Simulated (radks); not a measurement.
Question: These are the eigenvalues of the occupied orbitals of an atom or ion with whole-number occupations (eV). Calculated with a radial shooting solver on a logarithmic mesh with Libxc functionals: scalar-relativistic Kohn-Sham, SCAN, spin-polarised, spherical densities, finite nucleus; meta-GGA in the generalised Kohn-Sham scheme; Fermi nuclear charge, rms radius of each element as measured or else 0.836 A^(1/3) + 0.57 fm.

orbital  eigenvalue
1s up     -30441.65
1s down   -30441.64
2s up     -4718.768
2s down   -4718.459
2p up     -4240.947
2p down   -4240.684
3s up     -997.1762
3s down   -997.0358
3p up     -840.0714
3p down   -839.8921
3d up     -601.3901
3d down   -601.0745
4s up     -232.2656
4s down   -230.9264
4p up     -183.4579
4p down   -182.1149
4d up     -111.3464
4d down   -110.0602

Which element is it, and in what charge state? The configuration may be excited. Open shells, if any, are filled with parallel spins first.

Answer: Z = 51, antimony, charge +6: Sb6+ in [Kr] 4d9. The list shows which subshells hold electrons but not how many an open one holds; the 1s level, -1118.7 hartree, gives Z - s = 47.3 by -(Z - s)^2/2, which with screening and relativity narrows Z to a few neighbours, and the depths of the outer levels then fix element, charge and occupations together.
